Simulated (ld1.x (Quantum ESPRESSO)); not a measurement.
# Logarithmic derivatives: beryllium (Be), PAW

```
Element                 : beryllium (Be)
Generator               : ld1.x (Quantum ESPRESSO) 7.5
Type                    : PAW
Functional              : PW91
Relativity              : non-relativistic
Frozen core             : [He]
Valence charge          : 2
Reference configuration : 2s1.5 2p0 (charge +0.5)
Partial waves           : 2s (bound): rcut 1.90, rcutus 2.20 bohr; 2s channel at 0.25 Ry: rcut 1.90, rcutus 2.20 bohr; 2p (bound, empty): rcut 4.30, rcutus 4.50 bohr; 2p channel at 0.05 Ry: rcut 4.30, rcutus 4.50 bohr
Local potential         : all-electron potential smoothed inside 3.20 bohr (lloc = -1)
Core correction         : a·sin(br)/r model core inside 1.90 bohr
Augmentation charge     : PSQ, inside the norm-conserving radii
```

The phase is arctan(r·u′/u) with u = r·R(r), unwrapped; energies in Ry, scanned from -3 to 5 Ry. A pole is an energy at which the radial function vanishes at the test radius. The pseudo phase is shifted by a multiple of π to meet the all-electron one at the reference energy, and phase errors are pseudo minus all-electron; the curves can meet again beyond the range given. Levels narrower than the energy grid can be missing from the lists of poles.

```
channel  radius (bohr)  reference energy (Ry)  poles, all-electron      poles, pseudo  unbroken range about the reference energy with phases within 0.05 rad  phase error 1 Ry above the reference energy (rad)
      s           4.93                  -0.70    -0.65, 0.91, 3.32  -0.65, 0.91, 3.29                                                              below 4.3                                             -0.000
      p           4.93                  -0.42    -0.34, 0.99, 3.13  -0.35, 0.61, 3.99                                                              below 0.2                                             -0.198
```

Phases in the p channel:

```csv
E (Ry),all-electron,pseudo
-3.00,1.448,1.446
-2.76,1.442,1.440
-2.52,1.435,1.432
-2.28,1.427,1.424
-2.04,1.418,1.414
-1.80,1.406,1.401
-1.56,1.391,1.385
-1.32,1.370,1.364
-1.08,1.340,1.332
-0.84,1.285,1.276
-0.60,1.113,1.100
-0.36,-1.526,-1.528
-0.12,-1.869,-1.873
0.12,-2.286,-2.291
0.36,-3.931,-4.170
0.60,-4.504,-4.703
0.84,-4.657,-4.945
1.08,-4.743,-5.423
1.32,-4.820,-6.855
1.56,-4.934,-7.440
1.80,-5.283,-7.609
2.04,-7.085,-7.688
2.28,-7.612,-7.734
2.52,-7.736,-7.766
2.76,-7.796,-7.788
3.00,-7.836,-7.806
3.24,-7.869,-7.821
3.48,-7.900,-7.833
3.72,-7.938,-7.843
3.96,-7.994,-7.853
4.20,-8.112,-7.861
4.44,-8.637,-7.869
4.68,-10.469,-7.877
4.92,-10.788,-7.884
```
